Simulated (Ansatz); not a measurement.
`C[S][AlH][F]` + `O[SiH3]` → `O[SiH2][AlH][F]` + CH₃SH  (formal exchange of groups at the Al–S bond)

Isolated molecules relaxed with PBE0-D4/def2-TZVP in Ansatz; ΔE leaves out vibrations. CBS: MP2 limit from def2 TZ/QZ plus the TZ coupled-cluster correction, frozen cores. This one scheme is used for every species. DFT in def2-TZVPP. B3LYP here is the variant with VWN-RPA as its local correlation; programs differ in this. Each species was taken in one conformer, which may not be the lowest.

`C[S][AlH][F]`:

Cartesian coordinates in Å:
```
C -0.981 0.951 0.142
S -0.721 -0.712 0.845
Al 1.147 -1.211 -0.114
F 1.826 -2.675 0.214
H -0.179 1.239 -0.539
H -1.925 0.955 -0.401
H -1.028 1.671 0.957
H 1.861 -0.219 -1.104
```

`O[SiH3]`:

```xyz
6

O     0.849   -0.239   -0.930
Si   -0.326    0.163    0.153
H     1.555   -0.813   -0.632
H    -1.046   -1.039    0.655
H    -1.266    1.045   -0.576
H     0.235    0.884    1.329
```

`O[SiH2][AlH][F]`:

Cartesian coordinates in Å:
```
O 0.201 -1.538 -1.171
Si -0.697 -0.254 -0.633
Al 0.555 1.074 1.021
F 1.888 0.287 1.618
H 0.824 -1.924 -0.554
H -1.993 -0.713 -0.042
H -1.051 0.545 -1.837
H 0.274 2.522 1.598
```

CH₃SH:

Z-matrix (Å, degrees):
```
C
S 1 1.806
H 1 1.089 2 111.5
H 1 1.089 2 111.5 3 -123.8
H 1 1.090 2 106.2 3 118.1
H 2 1.342 1 97.1 3 61.9
```

Task: Is it downhill or uphill in electronic energy at CCSD(T)/CBS, and by how much? (Estimate.)

Result: Ansatz gave: Uphill: ΔE = +120.6 kJ/mol.

Task: What do these levels give: r2SCAN-D4, PBE-QIDH, PBE, PBE0, B3LYP, r2SCAN0? (An estimate is asked.)

Result: Computed: r2SCAN-D4 119.5, PBE-QIDH 120.0, PBE 104.0, PBE0 109.4, B3LYP 113.8, r2SCAN0 120.9 kJ/mol.

Largest T1 diagnostic among the species: 0.013.

Leaving LDA and LC-ωPBE aside and taking each functional with its dispersion term where it has one, the values, not all of them listed here, spread over 17.1 kJ/mol, from PBE-D4 to ωB97M-V. LDA lies +3.2 kJ/mol from PBE without D4. From BLYP to BHLYP (50 % exact exchange), in def2-TZVPP and without D4, ΔE moves by +10.5 kJ/mol.
